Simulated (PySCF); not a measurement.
CF3C(O)Cl, C2ClF3O.
Numbering: `[O:1]=[C:2]([Cl:3])[C:4]([F:5])([F:6])[F:7]`

The same species was optimised twice, with GFN2-xTB and with PBE0-D3(BJ)/def2-SVP (PySCF), and the same property calculations (PySCF, gas phase) were run on both structures.

| coordinate | GFN2-xTB | PBE0-D3(BJ)/def2-SVP | change |
| --- | --- | --- | --- |
| C2–Cl3 (Å) | 1.724 | 1.749 | +0.025 |
| C4–F5 (Å) | 1.335 | 1.325 | -0.010 |
| C4–F7 (Å) | 1.328 | 1.319 | -0.009 |
| C2–C4 (Å) | 1.555 | 1.546 | -0.009 |
| C4–F6 (Å) | 1.335 | 1.327 | -0.008 |
| O1=C2 (Å) | 1.181 | 1.179 | -0.002 |
| C2–C4–F6 (°) | 111.1 | 109.5 | -1.6 |
| C2–C4–F7 (°) | 111.1 | 109.6 | -1.5 |
| F5–C4–F7 (°) | 107.9 | 109.2 | +1.3 |
| F6–C4–F7 (°) | 107.9 | 109.2 | +1.3 |
| F5–C4–F6 (°) | 107.6 | 108.8 | +1.2 |
| Cl3–C2–C4 (°) | 110.5 | 111.7 | +1.2 |
| O1–C2–C4 (°) | 124.6 | 123.8 | -0.8 |
| C2–C4–F5 (°) | 111.1 | 110.5 | -0.6 |
| O1–C2–C4–F5 (°) | -120 | -127 | -7 |

Rotational constants: A = 3356, B = 1805, C = 1476 MHz (GFN2-xTB) against A = 3375, B = 1804, C = 1480 MHz (PBE0-D3(BJ)/def2-SVP).

On the GFN2-xTB structure: HOMO (eV) -9.68 [PBE0/pcSseg-1]; LUMO (eV) -2.40 [PBE0/pcSseg-1]; dipole (D) 0.86 [PBE0/pcSseg-1]; GIAO shielding of O1 (ppm) -275.2 [PBE0/pcSseg-1]; GIAO shielding of C2 (ppm) 15.9 [PBE0/pcSseg-1]; GIAO shielding of Cl3 (ppm) 512.9 [PBE0/pcSseg-1]; GIAO shielding of C4 (ppm) 63.3 [PBE0/pcSseg-1]; GIAO shielding of F5/F6/F7 (mean) (ppm) 258.8 [PBE0/pcSseg-1].

Problem. What do these properties become on the PBE0-D3(BJ)/def2-SVP structure?

Solution. 
| property | level | on GFN2-xTB | on PBE0-D3(BJ)/def2-SVP | change |
| --- | --- | --- | --- | --- |
| HOMO (eV) | PBE0/pcSseg-1 | -9.68 | -9.62 | +0.06 |
| LUMO (eV) | PBE0/pcSseg-1 | -2.40 | -2.31 | +0.09 |
| dipole (D) | PBE0/pcSseg-1 | 0.86 | 0.79 | -0.07 |
| energy, GFN2-xTB geometry as zero (kcal/mol) | PBE0/pcSseg-1 | 0.0 | -0.6 | -0.6 |
| GIAO shielding of O1 (ppm) | PBE0/pcSseg-1 | -275.2 | -272.3 | +2.9 |
| GIAO shielding of C2 (ppm) | PBE0/pcSseg-1 | 15.9 | 14.6 | -1.3 |
| GIAO shielding of Cl3 (ppm) | PBE0/pcSseg-1 | 512.9 | 506.3 | -6.6 |
| GIAO shielding of C4 (ppm) | PBE0/pcSseg-1 | 63.3 | 65.6 | +2.3 |
| GIAO shielding of F5/F6/F7 (mean) (ppm) | PBE0/pcSseg-1 | 258.8 | 265.4 | +6.6 |

The heavy atoms differ by 0.063 Å rms after alignment. Among bonds between heavy atoms C2–Cl3 changes most (+0.025 Å). Changes are differences of the printed values. Neither structure is proved a minimum here.

The values belong to the conformer `[O:1]=[C:2]([Cl:3])[C:4]([F:5])([F:6])[F:7]`: O1–C2–C4–F5 -127°.
